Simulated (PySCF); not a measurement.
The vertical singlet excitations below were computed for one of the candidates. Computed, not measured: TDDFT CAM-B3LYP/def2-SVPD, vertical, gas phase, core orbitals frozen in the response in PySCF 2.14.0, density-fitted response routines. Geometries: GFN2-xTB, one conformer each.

| state | E (eV) | f |
| --- | --- | --- |
| S1 | 5.18 | 0.0004 |
| S2 | 6.54 | 0.0017 |
| S3 | 6.72 | 0.0006 |
| S4 | 7.12 | 0.011 |
| S5 | 7.38 | 0.023 |
| S6 | 7.97 | 0.0001 |
| S7 | 8.08 | 0.023 |
| S8 | 8.22 | 0.0061 |

Triplets computed (Tamm–Dancoff): 4.67, 5.89, 6.45 eV.

**Question.** Which candidate is it?
A. `COC[C@@H](C)C(=O)Cl`
B. `C(F)O[C@@H](C=C)C(F)F`
C. `C[C@]12C=C[C@H]1C=C2`
D. `C[C@H](CCl)OC(C)=O`

**Answer.** A. Its S1, at 5.18 eV, is the lowest among the candidates; the nearest of the others has S1 at 5.49 eV. S1 is HOMO-1→LUMO (95%). S1 has the pattern of n→π* at C=O. At the same level the other candidates give, for their lowest levels:
- `C[C@]12C=C[C@H]1C=C2`: 5.49 eV (f 0.000); 5.87 eV (f 0.022); 6.84 eV (f 0.009); 7.00 eV (f 0.006); 7.06 eV (f 0.022); T1 3.83 eV; HOMO -8.18, LUMO 0.68 eV
- `CC(=O)O[C@H](C)CCl`: 5.97 eV (f 0.001); 7.44 eV (f 0.003); 7.54 eV (f 0.007); 7.84 eV (f 0.018); 8.16 eV (f 0.123); T1 5.45 eV; HOMO -9.63, LUMO 1.10 eV
- `C=C[C@H](OCF)C(F)F`: 7.46 eV (f 0.311); 7.74 eV (f 0.012); 7.97 eV (f 0.122); 8.13 eV (f 0.016); 8.64 eV (f 0.007); T1 4.47 eV; HOMO -9.44, LUMO 0.84 eV

The values belong to the conformer `[CH3:1][O:2][CH2:3][C@@H:4]([CH3:5])[C:6](=[O:7])[Cl:8]`: C1–O2–C3–C4 173°, O2–C3–C4–C5 168°, C3–C4–C6–O7 -28°.
